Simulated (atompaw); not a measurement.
## u(r) = r·R(r): atom against pseudo-atom (rhodium)

Columns: radius, all-electron u(r) and pseudo u(r) of the 4s shell (level -80.88 eV) of rhodium in the configuration [Ar] 3d10 4s2 4p6 4d8.5 5s0.5 5p0; PBE, scalar-relativistic, PAW (atompaw) scheme, atompaw 4.2.0.5.

```csv
r (bohr),all-electron,pseudo
0.083,0.4013,0.2184
0.165,0.0010,0.4265
0.248,-0.5632,0.6221
0.331,-0.6056,0.7963
0.413,-0.2817,0.9424
0.496,0.1666,1.0607
0.579,0.5775,1.1476
0.662,0.8842,1.2026
0.744,1.0737,1.2264
0.827,1.1640,1.2216
0.910,1.1754,1.1896
0.992,1.1324,1.1336
1.075,1.0544,1.0544
1.158,0.9576,0.9576
1.240,0.8548,0.8548
1.323,0.7511,0.7511
1.406,0.6526,0.6526
1.488,0.5628,0.5628
1.571,0.4811,0.4811
1.654,0.4088,0.4088
1.737,0.3457,0.3457
1.819,0.2918,0.2918
1.902,0.2449,0.2449
1.985,0.2050,0.2050
2.067,0.1716,0.1716
2.150,0.1430,0.1430
```

**Question.** How many radial nodes do the two functions have?

**Answer.** The all-electron 4s function has n − l − 1 = 3 (the table is too coarse to show those close to the nucleus); the pseudo-wave has 0, since the states of the same l below it are removed with the core.

**Question.** At about which radius was the pseudo-wave matched?

**Answer.** 1.05 bohr, where the columns begin to agree (steps of 0.08 bohr).

**Question.** Is the pseudo-wave norm-conserving?

**Answer.** No, it belongs to a PAW set: the norm inside the radius is not constrained, and the difference is carried by the augmentation charge.
